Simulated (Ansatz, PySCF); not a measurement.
In(Br)(OH)2 (BrH₂InO₂), SMILES [OH][In]([OH])[Br]. Atoms are numbered in the order given.

```xyz
6

In     0.0341     0.6942     0.0000
Br    -0.0659    -1.7894     0.0000
O     -1.6646     1.7386     0.0000
H     -1.4749     2.6891     0.0000
O      1.7833     1.6656     0.0000
H      2.5303     1.0492     0.0000
```

Geometry: B3LYP-D3(BJ)/def2-SVP. The structure was generated by enumeration; whether it is a known compound was not checked. The def2 effective core potentials stand for the cores of In; spin–orbit coupling is left out. The values are those of a single conformer.

Two levels are set side by side: PBE-D3(BJ)/def2-SVP (Ansatz, an electronic-structure program) and B3LYP-D3(BJ)/def2-SVP (Ansatz). Each level has its own optimised geometry; the coordinates shown are those of the second. Frequencies come from the Hessian of PySCF at each geometry. Differences are taken from unrounded values.

```tsv
quantity	B3LYP-D3(BJ)	PBE-D3(BJ)	PBE-D3(BJ) minus B3LYP-D3(BJ)
mean bond length (Å)	1.684	1.695	0.012
bond In1–Br2 (Å)	2.486	2.491	0.006
bond In1–O3 (Å)	1.994	2.010	0.016
bond In1–O5 (Å)	2.001	2.018	0.017
bond O3–H4 (Å)	0.969	0.979	0.010
bond O5–H6 (Å)	0.969	0.978	0.010
highest harmonic wavenumber (cm⁻¹)	3815	3696	-119
mean harmonic wavenumber (cm⁻¹)	969	943	-26
zero-point energy (kcal/mol)	16.63	16.18	-0.45
```

Exact exchange shortens and stiffens bonds; PBE has none. Differences between two approximate levels are no errors against the true value.
